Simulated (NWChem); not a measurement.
Molecule: InSiH$_{5}$; SMILES [InH2][SiH3]

```xyz
7

In    -0.0008     0.6451     0.0007
H      1.5068     1.5124    -0.0071
H     -1.4833     1.5537    -0.0066
Si    -0.0022    -1.9438     0.0009
H      0.5019    -2.4540    -1.3160
H     -1.3627    -2.5277     0.2217
H      0.9068    -2.4842     1.0626
```
Atoms are numbered in this order, from 1.

Coordinates come from a PBE0/def2-SVP optimisation. def2 effective core potentials on In; no spin-orbit coupling.

Q: List the 4 lowest vertical singlet excitations from B3LYP/def2-SVP with def2 effective core potentials on In, TDA (NWChem).

A: 
```tsv
state	energy (eV)	oscillator strength	leading excitation (squared amplitude)
S1	3.87	0.003	HOMO → LUMO (0.99)
S2	4.50	0.000	HOMO−1 → LUMO (1.00)
S3	6.29	0.002	HOMO−2 → LUMO (0.99)
S4	6.38	0.007	HOMO−3 → LUMO (0.83)
```
